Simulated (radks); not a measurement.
Values are calculated unless marked as measured or tabulated.
The silicon ion Si3+, configuration [Ne] 3s1 (the NIST ground configuration).

Code: a radial shooting solver on a logarithmic mesh with Libxc functionals. Model: scalar-relativistic Kohn-Sham, PBE, spin-polarised, spherical densities, finite nucleus; open shells are filled with parallel spins first; Fermi nuclear charge, rms radius 3.1224 fm.

Energy parts (eV):
total: -7829.673
kinetic: 7850.936
electron-nucleus: -18296.805
Hartree: 3155.569
exchange-correlation: -539.373

Orbitals (lengths in bohr, moments of r in powers of bohr; <r^-3> diverges for s and p1/2):
orbital  occ.  eigenvalue (eV)  <r^-3>     <r>      <r^4>    <r^2>
1s up       1        -1823.623       -  0.1113  0.0007203  0.01667
1s down     1        -1823.446       -  0.1113  0.0007203  0.01667
2s up       1        -175.9760       -  0.5663     0.2709   0.3831
2s down     1        -175.6480       -  0.5656     0.2683   0.3819
2p up       3        -132.1106   48.67  0.5347     0.2870   0.3602
2p down     3        -131.7843   48.79  0.5335     0.2819   0.3580
3s up       1         -40.4019       -   1.839      22.92    3.855

The highest occupied level is 3s up at -40.402 eV. The electron density at the nucleus is 1912 e/bohr^3 (large components only). The spin density at the nucleus is 7.410 e/bohr^3 (1s 0.109, 2s -0.080, 3s 7.382). For comparison, the ionisation energy in NIST's Atomic Spectra Database is 45.142 eV (measured). In exact Kohn-Sham theory the highest level is minus the ionisation energy, but local and semilocal functionals leave it too shallow, through self-interaction and a potential that decays too fast; potentials with the right tail come closer. The density falls to 0.001 e/bohr^3 at r = 3.02 bohr. Spin moment in Bohr magnetons: 1. Summed over all electrons, <r^2> = 6.808 bohr^2, which gives a Langevin (diamagnetic) susceptibility term of -5.39 x 10^-6 cm^3/mol.
